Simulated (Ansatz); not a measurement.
Consider the redistribution: `NB([SiH3])C[SiH3]` + `BC1[SiH2][SiH2]1` → `BB(N)[SiH3]` + `[SiH3]CC1[SiH2][SiH2]1`.

Computed with Ansatz on PBE0-D4/def2-TZVP structures; ΔE is electronic, products minus reactants. CBS: MP2 limit from def2 TZ/QZ plus the TZ coupled-cluster correction, frozen cores. DFT in def2-TZVPP. B3LYP here is the variant with VWN-RPA as its local correlation; programs differ in this. One conformer a species, not always the lowest.

| level | ΔE (kJ/mol) | difference from CCSD(T)/CBS |
| --- | --- | --- |
| PBE-D4 | 136.5 | -7.7 |
| r2SCAN-D4 | 144.0 | -0.2 |
| PBE0-D4 | 140.6 | -3.6 |
| B3LYP-D4 | 135.8 | -8.4 |
| ωB97X-V | 138.7 | -5.5 |
| ωB97M-V | 146.6 | 2.4 |
| r2SCAN | 144.1 | -0.1 |
| PBE0 | 140.5 | -3.7 |
| B3LYP | 135.1 | -9.1 |
| MP2/def2-TZVPP | 152.5 | 8.3 |
| CCSD/def2-TZVPP | 141.7 | -2.5 |
| HF/def2-QZVPP | 135.7 | -8.5 |
| SCS-MP2/def2-QZVPP | 145.7 | 1.5 |
| HF/CBS(def2) | 135.7 | -8.5 |
| MP2/CBS(def2) | 152.8 | 8.6 |
| CCSD/CBS(def2) | 142.0 | -2.2 |
| CCSD(T)/CBS | 144.2 | 0 |

Largest T1 diagnostic among the species: 0.014.

From PBE to PBE0 (25 % exact exchange), in def2-TZVPP and without D4, ΔE moves by +4.3 kJ/mol. In def2-TZVPP, CCSD(T) changes the Hartree–Fock value by +8.4 kJ/mol (the triples alone add +2.2 kJ/mol) and MP2 by +17.0 kJ/mol.
